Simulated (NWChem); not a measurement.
A series in which one site is exchanged, each optimised at PBE0/def2-SVP with NWChem, gas phase unless a solvent is named. Low-valent species are run as closed-shell singlets; no triplet was tried in these runs. Some are not confirmed as minima by frequencies. def2 effective core potentials on Sn, Pb; no spin-orbit coupling.

A: [F][SnH] (SnHF; site = Sn)
B: [GeH][F] (GeHF; site = Ge)
C: [SiH]F (SiHF; site = Si)
D: [PbH][F] (PbHF; site = Pb)

```csv
quantity,A,B,C,D
"orbital gap (eV), PBE0/def2-SVP",4.13,…,4.32,4.24
"static polarisability, B3LYP/def2-SVPD (bohr³)",42.6,…,31.5,43.9
"lowest singlet excitation, B3LYP/def2-SVPD, TDA (eV)",2.90,…,3.09,2.88
```

Problem. Some entries are withheld; supply them.

Solution. 
- orbital gap (eV), PBE0/def2-SVP, B: 4.38
- static polarisability, B3LYP/def2-SVPD (bohr³), B: 33.3
- lowest singlet excitation, B3LYP/def2-SVPD, TDA (eV), B: 3.06
